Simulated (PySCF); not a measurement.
H2O3Si, SMILES O[Si](O)=O.

Geometry optimised at B3LYP-D3(BJ)/def2-SVP. The values are those of a single conformer.

Method: TDDFT-ωB97X/def2-SVPD (PySCF).

Vertical excitations. The molecule is in vacuum. State labels are in the subgroup C2v.

```tsv
state	symmetry	energy (eV)	λ (nm)	f	main pairs
S1	B2	6.01	206	0.045	HOMO→LUMO 89 %
S2	B1	6.24	199	0.031	HOMO−1→LUMO 90 %
S3	A2	7.00	177	0.000	HOMO→LUMO+1 96 %
S4	A1	7.54	164	0.011	HOMO−2→LUMO 55 %, HOMO−1→LUMO+1 37 %
S5	A2	8.12	153	0.000	HOMO−3→LUMO 88 %
S6	A1	8.34	149	0.148	HOMO−1→LUMO+1 38 %, HOMO−2→LUMO 29 %, HOMO→LUMO+2 20 %
S7	B1	8.80	141	0.001	HOMO−2→LUMO+1 94 %
S8	A2	9.24	134	0.000	HOMO−1→LUMO+2 81 %
S9	B2	9.29	133	0.011	HOMO→LUMO+3 60 %, HOMO−5→LUMO 19 %
S10	B1	9.45	131	0.225	HOMO−4→LUMO 70 %, HOMO−3→LUMO+2 17 %
T1	B2	5.63	220	0	HOMO→LUMO 86 %
T2	B1	5.80	214	0	HOMO−1→LUMO 84 %
T3	A1	6.50	191	0	HOMO−1→LUMO+1 86 %
T4	A2	6.71	185	0	HOMO→LUMO+1 95 %
```
Triplets are in the Tamm–Dancoff approximation, which puts them higher than full response would, so one can lie above its singlet here.
